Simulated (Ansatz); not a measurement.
A nudged elastic band was laid between two geometries of Cl₃FH₂HfO (8 atoms, charge 0, multiplicity 1).

Theory: Ansatz, RHF/def2-SVP.

```
movable images  : 5
climbing image  : yes
spring          : 5.0 eV/Å²
optimiser       : quadratic models (default)
start path      : through a guess of the saddle point
force threshold : 0.05 eV/Å
iteration limit : 60
end points      : relaxed
```

Image 0:

```xyz
8
Properties=species:S:1:pos:R:3
Hf -0.027 0.019 -0.017
F 0.285 0.076 1.879
Cl 2.249 -0.025 -0.694
Cl -0.793 2.069 -0.959
Cl -0.824 -1.941 -1.153
O -2.126 -0.188 1.014
H -2.917 -0.576 0.663
H -2.213 -0.063 1.952
```

Image 6:

```xyz
8
Properties=species:S:1:pos:R:3
Hf -0.469 -0.083 -0.285
F -0.373 0.987 1.906
Cl 1.746 -0.780 0.249
Cl -0.731 2.151 -1.071
Cl -0.973 -1.378 -2.205
O -1.879 -0.733 0.905
H -2.600 -1.343 0.901
H -1.086 0.550 2.283
```

What changes between the two ends?

Bonds broken: O6–H8. Bonds formed: F2–H8.

What energy profile does the band end with?

The forces met the threshold. The highest image is number 4 of 0 to 6, 1.21 eV above the first end and 0.28 eV above the last; the last end lies 0.94 eV above the first. A vibrational analysis at the climbing image gives one clearly imaginary mode, 1149i cm⁻¹: a first-order saddle point. The orbitals stay closed-shell, which can raise the energy where a bond breaks towards radicals; this wasn't checked here.

| image | path coordinate (Å) | energy (eV) | O6–H8 (Å) | F2–H8 (Å) |
| --- | --- | --- | --- | --- |
| 0 | 0.00 | 0.00 | 0.95 | 2.50 |
| 1 | 0.75 | 0.04 | 0.95 | 2.42 |
| 2 | 1.50 | 0.10 | 0.95 | 2.34 |
| 3 | 2.25 | 0.23 | 0.96 | 1.93 |
| 4 | 3.00 | 1.21 | 1.23 | 1.10 |
| 5 | 3.44 | 1.00 | 1.65 | 0.94 |
| 6 | 3.88 | 0.94 | 2.04 | 0.92 |

What is the geometry of the highest image?


```xyz
8
Properties=species:S:1:pos:R:3:forces:R:3
Hf -0.363 0.050 -0.210 0.00 0.00 0.00
F -0.475 0.890 1.818 0.00 0.00 0.00
Cl 1.881 -0.640 0.088 0.00 0.00 0.00
Cl -0.595 2.181 -1.213 0.00 0.00 0.00
Cl -1.123 -1.408 -1.928 0.00 0.00 0.00
O -1.830 -0.639 1.097 0.00 0.00 -0.01
H -2.554 -1.240 1.171 0.00 0.00 0.01
H -1.307 0.177 1.860 0.00 0.00 0.00
```

What are the harmonic wavenumbers there?

1149i, 57, 93, 118, 124, 132, 139, 355, 368, 382, 392, 393, 586, 730, 902, 1209, 1999, 4216 cm⁻¹.

Time of the run: 9.2 min on 2 threads of Arm Neoverse N1 (shared host), peak memory 0.33 GiB.
